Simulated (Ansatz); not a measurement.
Mulliken charges of `FB(F)[SeH]` from PBE/def2-TZVPP in Ansatz (PBE0-D4/def2-TZVP geometry).

```
atom   x (Å)   y (Å)   z (Å)  charge (e)
  F1   0.971  -1.477   0.584      -0.184
  B2   0.105  -0.542   0.251       0.354
  F3  -1.159  -0.716   0.574      -0.186
 Se4   0.736   1.033  -0.692      -0.048
  H5  -0.603   1.628  -0.759       0.065
```

Task: By hand: the dipole of these point charges (1 e Å = 4.8032 D).

Result: Σ q r = (0.000, 0.269, -0.141) e Å, of length 0.304 e Å = 1.46 D.

Task: How does the dipole of the full density compare? (Estimate.)

Result: The calculation gave: (-0.063, 0.193, -0.090) e Å, 1.07 D; the point charges give 1.36 times that, at 17° from its direction.

Point charges leave out the atoms' own dipoles, such as those of lone pairs, and Mulliken's split depends on the basis, so the two needn't agree.
